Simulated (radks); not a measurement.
Polarisability of neutral chlorine, [Ne] 3s2 3p5, at imaginary frequency. All-electron calculation, scalar-relativistic Kohn-Sham, LDA (Slater exchange, Perdew-Wang correlation), spin-unpolarised, spherical densities, finite nucleus; Fermi nuclear charge, rms radius 3.3654 fm. Program: a radial shooting solver on a logarithmic mesh with Libxc functionals. Response by self-consistent Sternheimer equations with the Hartree and adiabatic LDA kernel, the relativistic mass of each level held fixed and spin-orbit coupling left out.

w (hartree)  alpha1(iw) (bohr^3)
0.00266                    15.87
0.0143                     15.86
0.0360                     15.78
0.0697                     15.54
0.118                      14.96
0.186                      13.85
0.280                      12.06
0.413                      9.674
0.605                      7.007
0.892                      4.502
1.35                       2.527
2.12                       1.224
3.59                      0.5051
6.94                      0.1703
17.5                     0.03750

Static values: alpha1 = 15.87 bohr^3 (2.352 angstrom^3; uncoupled 23.81). C6 = 101.1, triple-dipole C9 = 1161 atomic units. One-pole (London) frequency 4 C6 / (3 alpha1^2) = 0.535 hartree, against 0.320 for minus the highest occupied eigenvalue. Recommended static value: 14.6 bohr^3 (Schwerdtfeger and Nagle, 2023 table).

Beside tabulated values, note that spin-unpolarised runs miss the spin-polarisation part of the exchange energy of open shells.
